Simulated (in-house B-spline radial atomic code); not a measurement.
Ionising Mg VIII (Mg7+) with different functionals

Computed with an all-electron radial atomic-structure program (B-spline basis): four-component Dirac-Coulomb Hamiltonian, Fermi nucleus of rms radius 3.057 fm, spin-restricted, spherical fractional occupations for the functionals, and exact exchange of hybrids averaged over the configuration. The ionisation energy is the difference of two self-consistent energies, [He] 2s2 2p1 → [He] 2s2, without Breit or QED terms; ε is the level of the shell that loses the electron (mean over j). The electron is taken from both j subshells in proportion to 2j + 1, so the result is a j average, not the step between ground levels.

| method | rung | ΔSCF (eV) | -ε(2p) (eV) |
| --- | --- | --- | --- |
| B3LYP | global hybrid | ? | ? |
| B97-1 | global hybrid | 265.04 | 248.40 |
| PBE0 | global hybrid | 265.25 | 249.42 |
| BHandHLYP | global hybrid | ? | ? |

(1) What does BHandHLYP give?

(2) What does B3LYP give?

(3) Among the functionals, which spreads more, the ΔSCF values or the orbital energies?

(4) How do they compare with the NIST value?

Results:

(1) ΔSCF 266.06 eV, and -ε(2p) = 255.70 eV.

(2) ΔSCF 265.58 eV, and -ε(2p) = 248.64 eV.

(3) The orbital energies: ΔSCF values span about 1.02 eV and the orbital energies 7.29 eV; here energy differences depend much less on the functional than eigenvalues do.

(4) NIST lists 265.92 eV ± 0.019 (semi-empirical, ground level to ground level). Errors run from -0.88 to +0.13 eV; BHandHLYP is closest (+0.13 eV), but part of that can be cancellation, since the calculations leave out Breit-QED terms, spin polarisation, the choice among j levels, multiplet and fine-structure energies.
